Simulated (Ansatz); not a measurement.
`Sc1ccc(-c2ccc(-c3ccc(-c4ccc(S)o4)o3)o2)o1`, relaxed as a singlet with RKS PBE-D4/def2-SVP in Ansatz, starting from the GFN2-xTB geometry. Force threshold 0.03 eV/Å.

Start:

```xyz
32

S    -4.631   -5.526   -3.202
C    -4.215   -4.095   -2.290
C    -5.001   -3.205   -1.613
C    -4.115   -2.252   -1.071
C    -2.850   -2.626   -1.455
C    -1.569   -2.043   -1.200
C    -0.309   -2.435   -1.595
C     0.583   -1.494   -1.059
C    -0.186   -0.583   -0.368
C     0.186    0.581    0.372
C    -0.583    1.493    1.061
C     0.308    2.436    1.596
C     1.569    2.044    1.203
C     2.849    2.627    1.456
C     4.114    2.248    1.075
C     5.002    3.202    1.615
C     4.217    4.096    2.287
S     4.633    5.532    3.191
O     2.914    3.763    2.202
O     1.496    0.916    0.457
O    -1.496   -0.917   -0.453
O    -2.913   -3.761   -2.205
H    -3.370   -5.796   -3.530
H    -6.067   -3.236   -1.523
H    -4.367   -1.400   -0.475
H    -0.077   -3.292   -2.192
H     1.648   -1.472   -1.159
H    -1.648    1.470    1.158
H     0.074    3.294    2.192
H     4.363    1.393    0.483
H     6.068    3.232    1.525
H     3.372    5.805    3.518
```

| step | energy (eV) | largest force component (eV/Å) | SCF passes |
| --- | --- | --- | --- |
| 1 | -46549.5961 | 0.909 | 27 |
| 2 | -46549.8354 | 0.448 | 22 |
| 3 | -46549.8712 | 0.107 | 22 |
| 4 | -46549.8721 | 0.033 | 23 |
| 5 | -46549.8722 | 0.065 | 22 |
| 6 | -46549.8826 | 0.266 | 23 |
| 7 | -46549.9050 | 0.242 | 20 |
| 8 | -46549.9316 | 0.142 | 21 |
| 9 (rejected) | -46549.9238 | 0.657 | 21 |
| 10 | -46549.9443 | 0.061 | 21 |
| 11 | -46549.9519 | 0.164 | 21 |
| 12 | -46549.9614 | 0.051 | 21 |
| 13 (rejected) | -46549.8769 | 0.716 | 20 |
| 14 | -46549.9652 | 0.011 | 21 |
| 15 | -46549.9660 | 0.106 | 21 |
| 16 | -46549.9667 | 0.037 | 23 |
| 17 | -46549.9670 | 0.003 | 22 |

Force components are those of the run's own axes.

End:

```tsv
atom	x (Å)	y (Å)	z (Å)
S1	-4.569	-5.761	-2.976
C2	-4.169	-4.226	-2.239
C3	-4.967	-3.278	-1.624
C4	-4.089	-2.297	-1.076
C5	-2.803	-2.708	-1.400
C6	-1.508	-2.141	-1.160
C7	-0.221	-2.546	-1.492
C8	0.658	-1.557	-0.971
C9	-0.145	-0.607	-0.351
C10	0.144	0.608	0.351
C11	-0.658	1.558	0.971
C12	0.221	2.547	1.492
C13	1.507	2.142	1.160
C14	2.803	2.708	1.400
C15	4.088	2.297	1.076
C16	4.967	3.277	1.624
C17	4.170	4.226	2.239
S18	4.570	5.760	2.976
O19	2.845	3.887	2.094
O20	1.463	0.961	0.466
O21	-1.463	-0.961	-0.466
O22	-2.844	-3.887	-2.094
H23	-4.125	-5.473	-4.239
H24	-6.061	-3.294	-1.590
H25	-4.351	-1.390	-0.522
H26	0.039	-3.454	-2.046
H27	1.750	-1.528	-1.033
H28	-1.751	1.529	1.033
H29	-0.039	3.455	2.046
H30	4.351	1.390	0.522
H31	6.061	3.292	1.590
H32	4.127	5.472	4.238
```

By distances, no bond broke or formed. The bond that changes most is S1–H23, from 1.33 to 1.37 Å (atoms count from 1).

The force fell under the threshold at step 14, but the optimiser went on. No frequencies were taken in this run, so the end may be a saddle point.

Hardware: 2 threads of AMD EPYC 7R13 on a shared host and a share (18 GiB) of an NVIDIA H100 80GB HBM3. Wall time 39 s.
